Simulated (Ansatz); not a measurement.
How basis sets differ on KI (Potassium Iodide)

The species is KI (2 atoms), meant as a singlet with charge 0. SMILES: `[K][I]`. Geometry: the measured bond length.

| atom | x (Å) | y (Å) | z (Å) |
| --- | --- | --- | --- |
| K | 0.0000 | 0.0000 | 0.0000 |
| I | 0.0000 | 0.0000 | 3.0478 |

Quantity: the electronic atomisation energy, in eV. The values are calculated. Electronic energies at fixed atoms, without zero-point motion or spin-orbit coupling.

| level | kind | program | value (eV) | CPU time (all runs) |
| --- | --- | --- | --- | --- |
| MP2/ANO-RCC-MB (sfX2C) | perturbation theory | Ansatz | 2.06 | 6.2 s |
| MP2/ANO-RCC-VDZ (sfX2C) | perturbation theory | Ansatz | 2.56 | 9.6 s |
| MP2/ANO-RCC-VDZP (sfX2C) | perturbation theory | Ansatz | 3.13 | 12 s |
| MP2/def2-TZVPPD (core potential) | perturbation theory | Ansatz | 3.51 | 4.5 s |
| MP2/ANO-RCC-VTZP (sfX2C) | perturbation theory | Ansatz | 3.46 | 18 s |
| MP2/ANO-RCC-VQZP (sfX2C) | perturbation theory | Ansatz | 3.63 | 45 s |

The values span 2.06 to 3.63 eV. In the correlated wave-function rows the outer d shell of I is correlated, in sets not made for it. Without the sets that lack polarisation functions the rows with a basis span only 3.13 to 3.63 eV. CPU times are rough (shared hosts, several kinds of processor): they show what a rung costs within a factor of a few.
